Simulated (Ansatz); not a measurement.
Ansatz (a program for electronic structure) input:

Ansatz 0.2 input:
```yaml
crystal:
  periodic: [false, false, false]
  atoms:
    - {symbol: Si, position_ang: [-0.07682884, -0.24004639, 0.68433089]}
    - {symbol: C, position_ang: [1.73026752, 0.12421048, 0.10731685]}
    - {symbol: C, position_ang: [-0.71058867, -1.44882702, -0.68276060]}
    - {symbol: C, position_ang: [-0.99042878, 1.40290216, 0.23894759]}
    - {symbol: O, position_ang: [-0.23478061, -0.72537582, 2.13763382]}
    - {symbol: H, position_ang: [1.80688770, 0.44717991, -0.92950910]}
    - {symbol: H, position_ang: [2.34834216, -0.76478070, 0.21938907]}
    - {symbol: H, position_ang: [2.17546907, 0.90146115, 0.72594797]}
    - {symbol: H, position_ang: [-0.58258558, -1.07567439, -1.69747872]}
    - {symbol: H, position_ang: [-1.76968606, -1.65683105, -0.54184021]}
    - {symbol: H, position_ang: [-0.18743889, -2.40111773, -0.61659907]}
    - {symbol: H, position_ang: [-2.06012699, 1.29922745, 0.41184817]}
    - {symbol: H, position_ang: [-0.85495007, 1.71821904, -0.79431662]}
    - {symbol: H, position_ang: [-0.64183842, 2.21326612, 0.87660739]}
basis:
  gaussian:
    orbitals: def2-TZVP
hamiltonian:
  xc: b3lyp
  dispersion: d3bj
total_charge: -1
relax: {f_tol: 0.002, max_steps: 150}
```

Q: Which total energy does the run end on?

A: -484.69250 Eh (B3LYP-D3(BJ)/def2-TZVP). The basis has 215 functions.

It need not be the lowest isomer of its formula. Whether it binds its extra electron was not tested at this geometry.
